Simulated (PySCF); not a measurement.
Species: C5H6F2O2.
Atom-mapped SMILES: `[CH3:1][CH2:2][C:3](=[C:4]=[O:5])[O:6][CH:7]([F:8])[F:9]` (hydrogens: H10, H11, H12 on C1; H13, H14 on C2; H15 on C7)

Structure optimised with GFN2-xTB, isolated species.

**Question.** List the bond lengths, angles and torsions at this level.

**Answer.** 
```
                  bond  length (Å)
                 C1–C2       1.526
                 C2–C3       1.511
                 C3=C4       1.302
                 C4=O5       1.167
                 C3–O6       1.408
                 O6–C7       1.344
                 C7–F8       1.336
                 C7–F9       1.362
C1–H10, C1–H11, C1–H12       1.087
        C2–H13, C2–H14       1.091
                C7–H15       1.109
```

Bonds in one row agree within 0.01 Å and their mean is given. A selection of angles:
```
   angle  degrees
C1–C2–C3    111.3
C2–C3–C4    121.3
C2–C3–O6    114.0
C4–C3–O6    124.3
C3–C4–O5    173.1
C3–O6–C7    115.3
O6–C7–F8    108.1
O6–C7–F9    111.8
F8–C7–F9    106.2
```

Torsions: C1–C2–C3–C4 -104° (anticlinal); C2–C3–O6–C7 168° (antiperiplanar); C3–O6–C7–F8 -169° (antiperiplanar). The mirror-image conformer, all signs reversed, is as good.

Of the pairs four or more bonds apart, C4···F9 is among the closest relative to their van der Waals radii: 2.87 Å, 91 % of the sum of Bondi's values. The C–C distances run from 1.302 Å (C3=C4, drawn double) to 1.526 Å (C1–C2, drawn single), a spread of 0.224 Å. O6 (ether oxygen) is bent (angle 115.3°). The C–O distances run from 1.167 Å (C4=O5, drawn double) to 1.408 Å (C3–O6, drawn single), a spread of 0.241 Å. The 2 C–F bonds span 1.336 Å (C7–F8, drawn single) to 1.362 Å (C7–F9, drawn single), a spread of 0.026 Å.

Point group: C1 (no symmetry element, even within 0.4 Å). Whether it is a minimum is left open (no frequencies). The numbers are those of one conformer.

The numbers are calculated, not measured.
